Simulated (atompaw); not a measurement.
# Before and after: PAW (atompaw) potential for nitrogen

* Element: nitrogen
* Generator: atompaw 4.2.0.5
* Type: PAW
* Functional: PBE
* Relativity: non-relativistic
* Frozen core: [He]
* Valence charge: 5
* Reference configuration: 2s2 2p2 (charge +1)
* Partial waves: 2s (bound): rc 1.10 bohr; 2s channel at 1.9 Ry: rc 1.70 bohr; 2p (bound): rc 1.70 bohr; 2p channel at -0.55 Ry: rc 1.70 bohr
* Local potential: troulliermartins scheme with l = 2 at 0.5 Ry, radius 1.20 bohr
* Core correction: smooth core density matched at 1.50 bohr
* Augmentation charge: besselshape compensation charge, radius 1.65 bohr; PAW radius 1.70 bohr; waves and projectors: custom rrkj gramschmidtortho

All-electron outer shells of the reference configuration (PBE, non-relativistic, ld1.x):

| shell | level (eV) | outermost node (bohr) | outermost maximum (bohr) |
| --- | --- | --- | --- |
| 2s | -32.43 | 0.32 | 0.99 |
| 2p | -20.69 | – | 0.92 |

Change: all radii scaled by about 0.73 (s 0.80, p 1.24 bohr); local potential troulliermartins scheme with l = 2 at 0.5 Ry, radius 0.88 bohr; augmentation besselshape compensation charge, radius 1.20 bohr; PAW radius 1.24 bohr; waves and projectors: custom rrkj gramschmidtortho; core correction smooth core density matched at 1.10 bohr.

Cutoffs: the cutoffs (Ry, on a coarse ladder) from which the occupation-weighted sum of valence levels, in a spherical-Bessel basis at the reference potential, stays within 10 and 1 mRy of its value at 400 Ry; they do not see the model core or the augmentation charge, which bear on the density cutoff.

Task: What does the change do?

Result: The potential gets harder (25 Ry and 30 Ry → 50 Ry and 80 Ry); neither file shows a bound ghost. A smaller radius makes the pseudo-wave follow the all-electron one further in, where it bends more sharply, so more plane waves are needed.

```csv
quantity,base,changed
"cutoff, loose",25 Ry,50 Ry
"cutoff, tight",30 Ry,80 Ry
loose cutoff by channel (10 mRy a level),"s 10 Ry, p 21 Ry","s 40 Ry, p 40 Ry"
bound ghosts,none,none
lowest overlap eigenvalue by channel,"s 0.26, p 1.00","s 0.08, p 0.95"
```

 The cutoffs see the waves, projectors and local potential, not the compensation charge or the core.
